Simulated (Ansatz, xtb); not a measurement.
# Isomers of C6H8O in order of energy

8 gas-phase structures of C6H8O, from a drawn sample of its isomers (lower ones may exist). Each was relaxed with GFN2-xTB; where two conformers were screened, the lower at r2SCAN-D4/def2-SVP is listed:

A. `CC1=CC(=O)CC1`, a singlet
B. `CC1=CCC(O)=C1`, a singlet
C. `C=C1CC=C(O)C1`, a singlet
D. `CC1=CC=C(O)C1`, a singlet
E. `CC1=CC(O)=CC1`, a singlet
F. `C=C1CCC(=O)C1`, a singlet
G. `CC1=CCC(=O)C1`, a singlet
H. `C=C1C=C(O)CC1`, a singlet

**Question.** Make a reasoned guess at their ranking by r2SCAN-D4/def2-SVP single-point energy.

**Answer.** Calculated order at r2SCAN-D4/def2-SVP: A (0.0), G (6.8), F (11.8), H (16.6), B (16.7), E (16.7), D (19.2), C (24.0) kcal/mol. Less than 1 kcal/mol parts H and B; B and E, so the order within those pairs means little.

Energies above the lowest of each column, in kcal/mol; the last columns are at B3LYP/def2-SVP geometries and were run for some of them only (a dash: not run or not comparable):

```csv
structure,GFN2-xTB,HF/STO-3G,r2SCAN-D4/def2-SVP,B3LYP/def2-SVP,CCSD(T)/def2-SVP + ΔMP2/def2-TZVPP
A,0.0,0.0,0.0,0.0,0.0
G,3.1,2.6,6.8,5.8,5.1
F,6.5,7.4,11.8,10.7,9.2
H,11.7,21.2,16.6,16.2,14.7
B,9.5,20.4,16.7,16.5,15.0
E,10.0,20.9,16.7,16.4,14.7
D,11.1,22.1,19.2,–,–
C,15.9,25.3,24.0,–,–
```

Every level run on A puts it lowest or level with the lowest. CCSD(T)/def2-SVP + ΔMP2/def2-TZVPP orders those it was run on as A (0.0), G (5.1), F (9.2), E (14.7), H (14.7), B (15.0) kcal/mol. Less than 1 kcal/mol parts E and H; H and B, so the order within those pairs means little. Flexible structures stand in one conformer each, not always the lowest. Frequencies (GFN2-xTB) were run for A, B, E, F, G, H alone. The ΔMP2 step shifts differences by up to 3.6 kcal/mol, which makes them less sure. ΔMP2 is the change of the MP2 energy from the smaller to the larger basis.

Over these structures GFN2-xTB departs from r2SCAN-D4/def2-SVP by 2.0 kcal/mol on average once a common shift is removed. A GFN2-xTB relaxation took about 0.23 s and the r2SCAN-D4/def2-SVP energy about 5.7 s on a shared host (Ansatz 0.2.0, xtb 6.7.1).
